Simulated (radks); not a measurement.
All-electron atom: B+ in [He] 2s2. Calculated with a radial shooting solver on a logarithmic mesh with Libxc functionals: scalar-relativistic Kohn-Sham, PBEsol, spin-unpolarised, spherical densities, point nucleus.

Unscreened Slater integrals over Kohn-Sham orbitals (hartree).

\begin{tabular}{lr}
integral & value \\ \hline
F0(2s,2s) & 0.50762 \\
F0(2s,1s) & 0.71249 \\
G0(2s,1s) & 0.052345 \\
F0(1s,1s) & 2.8630 \\
\end{tabular}
